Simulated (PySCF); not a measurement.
CF₃, SMILES F[C+](F)F, charge +1. The structure is a stationary point at PBE-D3(BJ)/def2-TZVP.

Calculation: PySCF with PBE-D3(BJ)/def2-TZVP.

Harmonic wavenumbers (cm⁻¹): 566, 566, 765, 1010, 1607, 1607. Rotational constants (GHz): 11.41, 11.41, 5.703; symmetry number 6.

Task: Work out the zero-point energy and the ideal-gas rigid-rotor harmonic-oscillator thermochemistry at 298.15 K and 1 atm.

Result: ZPE = ½ Σ hcν = ½ × 6122 cm⁻¹ = 8.75 kcal/mol. H − E(el) = 11.43 kcal/mol. Entropy in cal/(mol K): translation 38.61, rotation 20.03, vibration 1.37, total 60.00. G − E(el) = -6.46 kcal/mol. Cp = 11.34 cal/(mol K).
